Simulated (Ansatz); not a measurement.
Mulliken charges of ClGeH₅Sn, SMILES `[Cl][SnH2][GeH3]` from r2SCAN/def2-TZVPP in Ansatz (PBE0-D4/def2-TZVP geometry).

| atom | x (Å) | y (Å) | z (Å) | charge (e) |
| --- | --- | --- | --- | --- |
| Cl1 | -2.477 | 1.344 | -0.037 | -0.407 |
| Sn2 | -0.428 | 0.660 | -0.952 | 0.600 |
| Ge3 | 0.696 | -0.783 | 0.889 | 0.026 |
| H4 | -0.839 | -0.186 | -2.375 | -0.108 |
| H5 | 0.393 | 2.106 | -1.332 | -0.108 |
| H6 | 0.901 | 0.075 | 2.144 | 0.002 |
| H7 | 2.058 | -1.297 | 0.393 | -0.007 |
| H8 | -0.211 | -1.976 | 1.215 | 0.002 |

Problem. By hand: the dipole of these point charges (1 e Å = 4.8032 D).

Solution. Σ q r = (0.805, -0.373, -0.129) e Å, of length 0.897 e Å = 4.31 D.

Problem. How does the dipole of the full density compare? (An estimate is asked.)

Solution. Computed: (0.501, -0.223, -0.101) e Å, 2.68 D; the point charges give 1.61 times that, at 2° from its direction.

Point charges leave out the atoms' own dipoles, such as those of lone pairs, and Mulliken's split depends on the basis, so the two needn't agree.
